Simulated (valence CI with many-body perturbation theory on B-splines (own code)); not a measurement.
Hyperfine factors and g values of Te XLV

Calculated by relativistic CI+MBPT: six valence electrons over a frozen Dirac-Fock core [He], radial functions for each j: 9 s, 9 p, 8 d, 6 f, 3 g, 1 h, with the one-electron correlation potential Σ1, the two-electron term Σ2, the three-electron term Σ3, Breit, model QED; selected CI, second order for the rest, scaled by the run's own slope (own B-spline code, finite nucleus).

No measured spectrum was set against this ion. As an estimate, large intervals hold to a few tenths of a per cent, small ones and those within an open d or f shell to about a per cent. Among the levels kept, up to 2500 cm⁻¹ of a level comes from second order outside the variational space, and about a tenth of that is noise between levels of different J, which matters for small intervals.

A/g_I is the dipole constant over the nuclear g factor μ/I (μ in nuclear magnetons, uniformly magnetised nucleus), B/Q the quadrupole constant per barn. Both hold the static response of the core; the bare values leave it out. Large factors of s and p1/2 electrons are usually good to 5 to 10 %; those of open d and f shells near neutrality can be off by tens of per cent, and small factors of p3/2, d and f electrons come from cancelling terms and can be off by a factor of two or in sign, in half-filled shells by more. B is blank for J = 1/2, where it vanishes, and for nearly pure S terms. Energies count from the lowest level. Levels with J = 0 are left out.

Levels are named by their leading jj configuration (3d3/2^4 stands for four electrons in 3d with j = 3/2), which in mixed levels can hold well under half, so a name can repeat and another be missing. Letters in brackets count levels of one name in rising energy.

```csv
Level,E (eV),g,A/g_I (MHz),A/g_I bare,B/Q (MHz/b),B/Q bare
(2s^2 2p1/2^2 2p3/2^2) J=2,0.0,1.338,255000,262000,67300,67400
(2s^2 2p1/2 2p3/2^3) J=1,281.8,1.486,-98200,-86300,-247000,-247000
(2s^2 2p1/2 2p3/2^3) J=2,298.1,1.128,622000,625000,-563000,-564000
(2s 2p1/2^2 2p3/2^3) J=2,529.3,1.483,1500000,1490000,-492000,-493000
(2s 2p1/2^2 2p3/2^3) J=1,579.3,1.222,-927000,-895000,-129000,-130000
(2s 2p1/2 2p3/2^4) J=1,850.0,1.242,3410000,3360000,-114000,-114000
(2s^2 2p1/2^2 2p3/2 3s) J=2,4105.3,1.531,551000,554000,457000,458000
(2s^2 2p1/2^2 2p3/2 3s) J=1,4111.7,1.196,-48800,-34600,240000,240000
(2s^2 2p1/2^2 2p3/2 3p1/2) J=1,4177.7,1.515,195000,206000,226000,227000
(2s^2 2p1/2^2 2p3/2 3p1/2) J=2,4179.5,1.209,305000,311000,441000,442000
(2s^2 2p1/2^2 2p3/2 3p3/2) J=3,4258.5,1.351,160000,165000,581000,583000
(2s^2 2p1/2^2 2p3/2 3p3/2) J=1,4258.6,1.388,158000,164000,-228000,-229000
(2s^2 2p1/2^2 2p3/2 3p3/2) J=2,4276.2,1.325,165000,170000,32300,32300
(2s^2 2p1/2^2 2p3/2 3d3/2) J=2,4337.9,1.036,144000,148000,-4880,-4860
(2s^2 2p1/2^2 2p3/2 3d3/2) J=3,4342.9,1.133,140000,144000,421000,422000
(2s^2 2p1/2^2 2p3/2 3d3/2) J=1,4345.4,1.140,139000,144000,-187000,-187000
(2s^2 2p1/2^2 2p3/2 3d5/2) J=4,4361.1,1.262,102000,105000,460000,461000
(2s^2 2p1/2^2 2p3/2 3d5/2) J=2,4367.3,1.308,84600,86200,-259000,-259000
(2s^2 2p1/2 2p3/2^2 3s) J=2 [a],4375.1,1.530,278000,282000,36100,36100
(2s^2 2p1/2^2 2p3/2 3d5/2) J=3,4378.7,1.198,152000,154000,-23300,-23200
(2s^2 2p1/2 2p3/2^2 3s) J=1 [a],4381.3,1.289,-380000,-364000,41300,41400
(2s^2 2p1/2^2 2p3/2 3d5/2) J=1,4386.6,1.034,-154000,-159000,32800,33000
(2s^2 2p1/2 2p3/2^2 3s) J=3,4396.0,1.304,644000,645000,-11200,-11200
(2s^2 2p1/2 2p3/2^2 3s) J=2 [b],4399.8,1.042,425000,432000,-23600,-23700
(2s^2 2p1/2 2p3/2^2 3s) J=1 [b],4426.8,1.315,1570000,1560000,-12300,-12300
(2s^2 2p1/2 2p3/2^2 3p1/2) J=1 [a],4445.0,1.641,-145000,-130000,37000,37000
(2s^2 2p1/2 2p3/2^2 3p1/2) J=2 [a],4452.0,1.211,291000,297000,13900,14000
(2s^2 2p1/2 2p3/2^2 3p1/2) J=3,4466.8,1.103,541000,544000,-13500,-13500
(2s^2 2p1/2 2p3/2^2 3p1/2) J=2 [b],4488.6,1.326,380000,387000,50600,50700
(2s^2 2p1/2 2p3/2^2 3p1/2) J=1 [b],4494.3,0.660,1090000,1090000,-4160,-4170
(2s^2 2p1/2 2p3/2^2 3p3/2) J=3 [a],4524.8,1.392,58600,64800,237000,237000
(2s^2 2p1/2 2p3/2^2 3p3/2) J=2 [a],4527.0,1.417,-39300,-31400,36700,36800
```

Task: Take the isotope of mass number 123, with I = 1/2, μ = -0.7358 μN. What is the hyperfine structure of (2s^2 2p1/2^2 2p3/2^2) J=2?

Result: From the table A = -375000 MHz. Shifts from the centre of gravity in MHz: F = 3/2: 562000, F = 5/2: -375000.
